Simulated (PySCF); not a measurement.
Exercise with solution: chemical shift, span and skew from a shielding tensor

Si(H)(OH)(SH)2 (H4OS2Si), SMILES S[SiH](S)O. Atoms are numbered in the order given.

```xyz
8

Si    -0.5963    -0.0117     0.0527
O     -0.9191     0.1014     1.6966
S      0.5116     1.6214    -0.8175
S      0.7149    -1.6933    -0.1269
H     -1.8906    -0.1127    -0.7078
H     -1.6021     0.7540     1.9347
H     -0.5980     2.1726    -1.3858
H      0.1683    -2.3107     0.9597
```
Charge 0, spin multiplicity 1.

Geometry optimised at PBE-D3(BJ)/def2-SVP. One conformer was computed; it need not be the lowest.

GIAO shieldings from PBE0/pcSseg-1 in PySCF, non-relativistic, no solvent. The symmetric part of the tensor of Si1 has the principal values 273.1, 327.4, 404.0 ppm. The same nucleus in TMS has σ = 352.7 ppm at this level (PySCF, at its B3LYP-D3(BJ)/def2-TZVP geometry).

Problem. Work out the isotropic shielding, the ²⁹Si shift against TMS, the span and the skew.

Solution. 
σ(iso) = (σ11 + σ22 + σ33)/3 = 334.8 ppm. δ = σ(ref) − σ(iso) = 352.7 − (334.8) = 17.9 ppm.
Span Ω = σ33 − σ11 = 130.9 ppm. Skew κ = 3(σ(iso) − σ22)/Ω = 0.17. Tumbling in solution averages the tensor to δ; in a static solid the shielding alone would spread this spin-1/2 line over Ω.
